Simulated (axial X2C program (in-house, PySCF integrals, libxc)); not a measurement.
# Correcting the dissociation energy of NbCl⁺ for spin–orbit coupling

A spin-free CCSD(T) curve (one-electron X2C) was computed with an in-house all-electron X2C program for linear molecules (integrals from PySCF), basis Nb dyall-cv3z [11s12p9d5f3g], Cl dyall-av3z [9s8p3d2f] (cores contracted in-house), for the state M_S = 3/2, Λ = 0 (beyond evenly filled blocks: σα, δ+α, δ-α). It gives D0 = 3.993 eV to Nb+ + Cl, which in a spin-free picture are the weighted means of the ground terms.

Correlated methods: 11 electrons correlated (number of frozen shells: Nb 4 s, 3 p, 1 d; Cl 2 s, 1 p), 293 virtual spin orbitals or spinors in MP2, 90 natural virtuals in coupled cluster.

Measured levels of the ground terms (NIST Handbook of Basic Atomic Spectroscopic Data), in cm⁻¹: Nb+ 5D: J = 0 at 0, J = 1 at 159, J = 2 at 438.4, J = 3 at 801.3, J = 4 at 1224.8; Cl 2P: J = 3/2 at 0, J = 1/2 at 882.4.

The molecular state has Λ = 0, so it has no first-order lowering.

Question: How far does each ground level lie under the (2J+1)-weighted mean of its term?

Answer: Nb+: (1 × 0 + 3 × 159 + 5 × 438.4 + 7 × 801.3 + 9 × 1224.8)/25 = 772 cm⁻¹; Cl: (4 × 0 + 2 × 882.4)/6 = 294 cm⁻¹.

Question: Correct D0.

Answer: D0 = 3.993 + (0 − 1066)/8065.5 = 3.861 eV at CCSD(T) with these spin–orbit terms.

Second-order spin–orbit effects in the molecule, which grow quickly with Z, are left out. Occupations by symmetry block were frozen at the best pattern of an incomplete PBE0 search. De is counted from the lowest determinant-based energies of the atoms at the same level, without counterpoise correction. CCSD and (T) use frozen natural virtuals with an MP2 correction for the truncation; (T) itself is uncorrected, so its De runs slightly low. Other states lie close and PBE0, whose exact exchange favours high spin, may order them wrongly; the determinant shown need not be the ground state. The nearest other spin-free determinant of the search, M_S = 3/2, Λ = 1, lies 0.31 eV up at the distance of the search. The outer-core s and p shells of the metal are frozen in the correlated rows, which leaves out core–valence correlation; for alkali and alkaline-earth bonds that tends to lengthen them. With the outer-core shells frozen, correlated bond lengths of heavy atoms tend to come out a few hundredths of an ångström too long.
